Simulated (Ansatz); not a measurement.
Zr₃O₁₂H₁₂, a hydroxylated oxide cluster, relaxed as a singlet with RKS PBE-D4/def2-SVP in Ansatz, starting from the GFN1-xTB geometry. Force threshold 0.03 eV/Å.

In the def2 sets Zr takes a core potential; there is no spin–orbit coupling.

Start:

Cartesian coordinates in Å:
```
Zr 0.747 0.922 1.630
Zr 0.271 -1.979 -0.667
Zr -0.877 1.217 -1.341
O 1.821 -2.933 -1.244
O -1.036 -2.955 -1.663
O 0.246 -0.358 -2.096
O -0.108 -2.654 1.087
O 1.542 -0.557 0.482
O -1.129 1.799 -3.138
O -1.335 -0.219 0.015
O -2.290 2.297 -0.639
O 0.774 1.875 -0.448
O 0.445 -0.329 3.049
O -0.757 2.098 1.855
O 2.239 1.941 2.198
H 1.841 -3.809 -1.641
H -1.764 -3.531 -1.416
H 0.294 -0.522 -3.044
H -0.091 -2.096 1.880
H 2.019 -1.212 1.011
H -1.744 2.415 -3.549
H -1.963 -0.262 0.742
H -2.700 2.257 0.232
H 1.488 1.322 -0.802
H 0.547 -0.473 3.993
H -0.933 2.868 1.301
H 2.454 2.878 2.213
```

```tsv
step	energy (eV)	largest force component (eV/Å)	SCF passes
1	-28580.8149	1.399	24
2	-28581.9229	0.761	26
3 (rejected)	-28581.9191	0.933	20
4	-28582.0251	0.329	20
5	-28582.0590	1.452	20
6	-28582.1173	0.590	20
7	-28582.1496	0.724	20
8	-28582.1973	0.967	20
9	-28582.2356	0.542	20
10	-28582.2558	0.904	20
11	-28582.2771	0.626	21
13	-28582.3195	0.517	19
15	-28582.3685	0.672	21
17	-28582.4277	0.690	20
19	-28582.4870	0.143	20
21	-28582.5456	0.646	21
23	-28582.5977	0.686	20
25	-28582.6319	0.490	20
27	-28582.6521	0.258	19
29	-28582.6587	0.218	20
31	-28582.6629	0.086	21
33	-28582.6658	0.084	20
35	-28582.6698	0.049	20
37 (rejected)	-28582.6699	0.189	22
38	-28582.6710	0.020	22
```

Force components are those of the run's own axes.

End:

| atom | x (Å) | y (Å) | z (Å) |
| --- | --- | --- | --- |
| Zr1 | 0.7154 | 0.8664 | 1.6413 |
| Zr2 | 0.0367 | -2.0932 | -0.4796 |
| Zr3 | -0.8687 | 1.2521 | -1.5835 |
| O4 | 1.2893 | -3.0500 | -1.6733 |
| O5 | -1.7737 | -2.8729 | -0.7246 |
| O6 | -0.3776 | -0.6415 | -2.2377 |
| O7 | 0.3495 | -2.7360 | 1.3272 |
| O8 | 1.4527 | -0.3876 | 0.0349 |
| O9 | -0.1981 | 2.1968 | -3.1322 |
| O10 | -0.9706 | -0.0541 | 0.2812 |
| O11 | -2.7634 | 1.6451 | -1.5166 |
| O12 | 0.2137 | 2.2770 | -0.1543 |
| O13 | 0.9249 | -0.6514 | 2.9554 |
| O14 | -0.6729 | 1.7960 | 2.6670 |
| O15 | 2.3561 | 1.9247 | 1.8371 |
| H16 | 1.8353 | -3.8501 | -1.6680 |
| H17 | -2.2945 | -3.4017 | -0.0992 |
| H18 | -0.0296 | -0.9250 | -3.1014 |
| H19 | 0.6604 | -2.1845 | 2.0941 |
| H20 | 2.4078 | -0.4880 | -0.1229 |
| H21 | 0.1944 | 2.6358 | -3.8985 |
| H22 | -1.8628 | -0.1599 | 0.6622 |
| H23 | -3.6226 | 1.8698 | -1.8993 |
| H24 | 0.8626 | 2.9895 | -0.2920 |
| H25 | 0.5406 | -0.6588 | 3.8486 |
| H26 | -1.4171 | 2.3991 | 2.7952 |
| H27 | 3.0121 | 2.3022 | 2.4391 |

By distances, no bond broke or formed. The bond that changes most is Zr1–O10, from 2.87 to 2.35 Å (atoms count from 1). A close non-bonded pair moves further: H23–H26, from 2.15 to 5.21 Å.

No frequencies were taken in this run, so the end may be a saddle point.

Run time 2.5 min (2 threads of AMD EPYC 7R13 on a shared host and a share (18 GiB) of an NVIDIA H100 80GB HBM3), peak host memory 0.99 GiB.
